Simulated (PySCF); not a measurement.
# Correlation energy of Ge (germanium, neutral)

[Ar] 3d10 4s1 4p2 5s1, high-spin 5P determinant (an excited configuration). All numbers are calculated (PySCF 2.14, scalar relativity by spin-free X2C-1e, in aug-cc-pVQZ-DK). Frozen: [Ar] 3d10; 4 electrons correlated.

```
  level  correlation energy (mhartree)
   CCSD                         -20.72
    (T)                          -0.36
CCSD(T)                         -21.08
```

Diagnostics: T1 = 0.012, D1 = 0.0325, largest double amplitude 0.033.

The outer electron is Rydberg-like, and this basis confines it to a smaller radius and binds it less than a complete one would.

Cost of the coupled-cluster step: roughly 10 core-seconds, for 4 correlated electrons.

Iterations:

```
CC2 = 0
CCSD nocc = (np.int64(4), np.int64(0)), nmo = (79, 79)
frozen orbitals [[0, 1, 2, 3, 4, 5, 6, 7, 8, 9, 10, 11, 12, 13], [0, 1, 2, 3, 4, 5, 6, 7, 8, 9, 10, 11, 12, 13]]
max_cycle = 100
direct = 0
conv_tol = 1e-08
conv_tol_normt = 1e-06
diis_space = 8
diis_start_cycle = 0
Init t2, MP2 energy = -0.0146203398255412
Init E_corr(UCCSD) = -0.0146203398257262
cycle = 1  E_corr(UCCSD) = -0.0185499835604518  dE = -0.00392964373  norm(t1,t2) = 0.0344858
cycle = 2  E_corr(UCCSD) = -0.0198259282114837  dE = -0.00127594465  norm(t1,t2) = 0.0153676
cycle = 3  E_corr(UCCSD) = -0.0206767021207659  dE = -0.000850773909  norm(t1,t2) = 0.00822211
cycle = 4  E_corr(UCCSD) = -0.0206299837833192  dE = 4.67183374e-05  norm(t1,t2) = 0.00384939
cycle = 5  E_corr(UCCSD) = -0.0207169668377079  dE = -8.69830544e-05  norm(t1,t2) = 0.00240827
cycle = 6  E_corr(UCCSD) = -0.0207107920331862  dE = 6.17480452e-06  norm(t1,t2) = 0.000384415
cycle = 7  E_corr(UCCSD) = -0.0207132869778718  dE = -2.49494469e-06  norm(t1,t2) = 0.000178179
cycle = 8  E_corr(UCCSD) = -0.0207170195681513  dE = -3.73259028e-06  norm(t1,t2) = 0.000407496
cycle = 9  E_corr(UCCSD) = -0.0207137197178448  dE = 3.29985031e-06  norm(t1,t2) = 5.43439e-05
cycle = 10  E_corr(UCCSD) = -0.0207151377184825  dE = -1.41800064e-06  norm(t1,t2) = 1.84276e-05
cycle = 11  E_corr(UCCSD) = -0.0207151163994587  dE = 2.13190237e-08  norm(t1,t2) = 2.37223e-06
cycle = 12  E_corr(UCCSD) = -0.0207150927530711  dE = 2.36463876e-08  norm(t1,t2) = 6.60673e-07
cycle = 13  E_corr(UCCSD) = -0.0207150924846761  dE = 2.68395015e-10  norm(t1,t2) = 1.20005e-07
UCCSD converged
E(UCCSD) = -2096.739939274265  E_corr = -0.02071509248467608
UCCSD(T) correction = -0.000359108425326063
```
